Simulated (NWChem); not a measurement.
# C2H4FNSi; SMILES F[Si@H]1C=NC1

```xyz
9

F     -0.0101    -1.9362    -0.5087
Si     0.0194    -0.5699     0.3734
C      1.0994     0.8850    -0.0884
N      0.1147     1.7107    -0.1678
C     -1.1123     0.8833    -0.0606
H      0.0796    -1.0089     1.7983
H      2.1390     1.2278    -0.1786
H     -1.8272     1.2885     0.6730
H     -1.6224     0.8375    -1.0358
```
Atoms are numbered in this order, from 1.

Results from NWChem. Pople sets run with spherical d functions. All runs use the structure optimised with PBE0/def2-SVP. Isolated, static molecule.

GIAO at B3LYP/6-31G*: principal shieldings of F1 are 226.8, 339.1, 366.6 ppm; an isolated trichlorofluoromethane molecule has σ = 194.2 ppm at the same levels.

Problem. Find the isotropic 19F shift, its principal values, the span and the skew.

Solution. 
1. σ(iso) = one third of the sum = 310.8 ppm.
2. δ = σ(reference) − σ = -116.6 ppm against trichlorofluoromethane.
3. δ11, δ22, δ33 = -32.6, -144.9, -172.4 ppm.
4. Span Ω = δ11 − δ33 = 139.8 ppm; skew κ = 3(δ22 − δ(iso))/Ω = -0.61.
